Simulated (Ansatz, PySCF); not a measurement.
Si(OH)3(NH2) (H5NO3Si), SMILES N[Si](O)(O)O. Atoms are numbered in the order given.

```xyz
10

N      1.5878    -0.5790    -0.1571
Si    -0.0179     0.0136    -0.0342
O     -0.0319     1.2868     1.0323
O     -0.6165     0.5865    -1.4608
O     -1.0085    -1.2359     0.4305
H      1.7528    -1.4307    -0.6843
H      2.3399     0.0850    -0.3124
H      0.3696     1.1310     1.8921
H     -1.5155     0.9290    -1.4355
H     -0.7270    -1.7436     1.1972
```
Charge 0, spin multiplicity 1.

Geometry: ωB97X-D3(BJ)/def2-SVP. The values are those of a single conformer.

Two levels are set side by side: PBE-D3(BJ)/def2-SVP (Ansatz, an electronic-structure program) and ωB97X-D3(BJ)/def2-SVP (PySCF). Each level has its own optimised geometry; the coordinates shown are those of the second. Differences are taken from unrounded values.

| quantity | ωB97X-D3(BJ) | PBE-D3(BJ) | PBE-D3(BJ) minus ωB97X-D3(BJ) |
|---|---|---|---|
| mean bond length (Å) | 1.289 | 1.301 | 0.012 |
| bond N1–Si2 (Å) | 1.716 | 1.723 | 0.007 |
| bond Si2–O3 (Å) | 1.661 | 1.677 | 0.016 |
| bond Si2–O4 (Å) | 1.650 | 1.670 | 0.020 |
| bond Si2–O5 (Å) | 1.661 | 1.677 | 0.016 |
| bond N1–H6 (Å) | 1.015 | 1.022 | 0.007 |
| bond N1–H7 (Å) | 1.015 | 1.022 | 0.006 |
| bond O3–H8 (Å) | 0.962 | 0.973 | 0.011 |
| bond O4–H9 (Å) | 0.962 | 0.973 | 0.011 |
| bond O5–H10 (Å) | 0.962 | 0.973 | 0.012 |

GGA bonds tend to be longer and softer than those of functionals with exact exchange. Differences between two approximate levels are no errors against the true value.
